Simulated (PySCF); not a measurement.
C2H3F3Si2, SMILES F[Si](F)(F)C#C[SiH3].

Geometry: PBE0-D3(BJ)/def2-SVP. This is a generated structure with no PubChem entry under its InChIKey; it may be hypothetical.

Method: PBE0-D3(BJ)/def2-SVP in PySCF.

Frequencies are harmonic and unscaled.

A small imaginary wavenumber (i) marks a very flat motion, where grid noise or a shallow saddle decides the sign.

Modes within 1.5 cm⁻¹ of each other (mostly degenerate sets) share a row, with their intensities summed.

**Question.** List the normal modes with their intensities. (The exact figures need the calculation; the answer reports its results.)

**Answer.** 
| mode | ν (cm⁻¹) | IR (km/mol) | Raman (Å⁴/amu) | depolarisation | moving atoms (share of kinetic energy) |
|---|---|---|---|---|---|
| 1 | 14i | 0.0 | 0.0 | – | H 95 % |
| 2–3 | 70 | 0.0 | 1.5 | 0.75 | F 46 %, C 30 %, Si 17 % |
| 4–5 | 211 | 2.4 | 5.3 | 0.75 | F 44 %, C 44 %, H 9 % |
| 6 | 282 | 42.8 | 3.4 | 0.40 | F 52 %, Si 36 %, C 8 % |
| 7–8 | 300 | 22.2 | 7.3 | 0.75 | F 62 %, C 23 %, Si 10 % |
| 9–10 | 417 | 60.0 | 11.8 | 0.75 | C 63 %, F 23 %, Si 10 % |
| 11 | 481 | 73.2 | 1.2 | 0.02 | Si 61 %, F 33 % |
| 12–13 | 676 | 82.8 | 3.1 | 0.75 | H 74 %, C 16 %, Si 10 % |
| 14 | 789 | 12.9 | 6.2 | 0.06 | C 47 %, F 42 %, Si 10 % |
| 15 | 896 | 842.6 | 12.1 | 0.73 | H 39 %, Si 30 %, F 17 %, C 14 % |
| 16 | 933 | 11.2 | 22.2 | 0.53 | H 51 %, Si 22 %, F 15 %, C 12 % |
| 17–18 | 935 | 81.6 | 55.5 | 0.75 | H 97 % |
| 19–20 | 1007 | 378.5 | 2.0 | 0.75 | F 50 %, Si 50 % |
| 21 | 2257 | 34.9 | 379.9 | 0.01 | H 96 % |
| 22–23 | 2265 | 145.8 | 222.4 | 0.75 | H 96 % |
| 24 | 2269 | 52.8 | 162.6 | 0.44 | C 96 % |
